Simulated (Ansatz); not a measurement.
Results of the Gaussian-basis code of Ansatz.

Basis-set series for CH$_{6}$AlBTe, SMILES `CB[Te][AlH2]`. Total charge 0; spin multiplicity 1. Te: def2 effective core potential. Geometry: relaxed with PBE0-D4/def2-TZVP. It is one conformer, not always the lowest.

```
functional       basis  functions  energy (Eh)  HOMO (eV)  LUMO (eV)
   PBE0-D4    def2-SVP        102   -576.72738      -7.01      -1.94
   PBE0-D4  def2-QZVPP        446   -576.90590      -7.05      -1.96
   ωB97M-V    def2-SVP        102   -576.81202      -8.92      -0.20
   ωB97M-V  def2-QZVPP        446   -576.99693      -9.01      -0.35
```

Task: Give the rows for def2-TZVPP. (An estimate is asked.)

Result: The calculation gave: 
```tsv
functional	basis	functions	energy (Eh)	HOMO (eV)	LUMO (eV)
PBE0-D4	def2-TZVPP	238	-576.89295	-7.05	-1.95
ωB97M-V	def2-TZVPP	238	-576.98415	-9.01	-0.26
```
